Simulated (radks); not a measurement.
Excited configurations of Hf: one electron is placed in a higher orbital outside [Xe] 4f14 5d1 6s2. The ground configuration is [Xe] 4f14 5d2 6s2. All-electron calculation, Dirac Kohn-Sham, BLYP, spin-unpolarised, spherical densities, finite nucleus; open shells fill j = l - 1/2 first; Fermi nuclear charge, rms radius 5.347 fm. Program: a radial shooting solver on a logarithmic mesh with Libxc functionals. Excitation = E - E(ground); binding = E(ion) - E, where the ion is the core of charge +1; n* = 1/sqrt(2 binding) in atomic units, and the quantum defect is n - n*.

| outer orbital | excitation (eV) | binding (eV) | n* | eigenvalue (eV) | <r> (bohr) |
|---|---|---|---|---|---|
| 6p1/2 | 1.826 | 4.748 | 1.693 | -2.334 | 4.418 |
| 6d3/2 | 5.081 | 1.493 | 3.018 | -0.569 | 10.57 |
| 7s1/2 | 4.212 | 2.363 | 2.400 | -1.269 | 8.837 |
| 7p1/2 | 4.849 | 1.725 | 2.808 | -0.920 | 11.31 |
| 7f5/2 | 6.063 | 0.511 | 5.158 | -0.284 | 39.23 |

The Delta-SCF ionisation energy is 6.574 eV (NIST Atomic Spectra Database: 6.825 eV, measured). Self-interaction in the functional shifts the binding energies and quantum defects, so they are the method's values and not measured ones. Spin polarisation and multiplet splitting are left out, so open shells lie too high by an amount that depends on their filling.

Beside tabulated values, note that spin-unpolarised runs miss the spin-polarisation part of the exchange energy of open shells.
